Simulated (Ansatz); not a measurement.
W₃O₅, relaxed as a singlet with RKS r2SCAN-D4/def2-SVP in Ansatz, starting from the GFN1-xTB geometry. Force threshold 0.02 eV/Å.

In the def2 sets W takes a core potential; there is no spin–orbit coupling. The restricted singlet is unstable towards broken spin symmetry in Hartree–Fock (as tested in another run); at r2SCAN-D4/def2-SVP this wasn't settled. Another isomer (triplet) lies 0.68 eV lower at PBE0-D4/def2-TZVP; other spin states weren't run for this one.

Start:

```xyz
8

W    -1.2012    0.3049    0.9062
W     1.2551   -0.6034   -0.2821
W    -0.4559    1.0163   -1.4782
O     0.3207   -0.5835    1.3366
O    -0.9850    1.9941    0.4094
O     2.6348    0.3896   -0.4354
O    -2.6775   -0.5330    0.8197
O     1.1089   -1.9851   -1.2762
```

Q: Estimate the energy that the relaxation releases and the steps that it takes.

A: 216.8 kJ/mol, in 12 steps; 27 s on 4 threads of AMD EPYC 9R45 on a shared host. No frequencies were taken in this run, so the end may be a saddle point.

Q: Does the start keep its bonding?

A: By distances, no bond broke or formed. The bond that changes most is W1–O5, from 1.77 to 2.18 Å (atoms count from 1).

Q: Predict the relaxed structure.

A: 
Cartesian coordinates in Å:
```
W -1.281 0.191 0.863
W 1.280 -0.549 -0.321
W -0.733 0.838 -1.301
O 0.287 -0.787 1.348
O -0.744 2.107 -0.025
O 2.740 0.364 -0.173
O -2.887 -0.377 1.146
O 1.338 -1.785 -1.538
```
Bond lengths (bridged metal pairs left out): 7 × O–W 1.73 to 2.18 Å; 1 × W–W 2.63 Å.
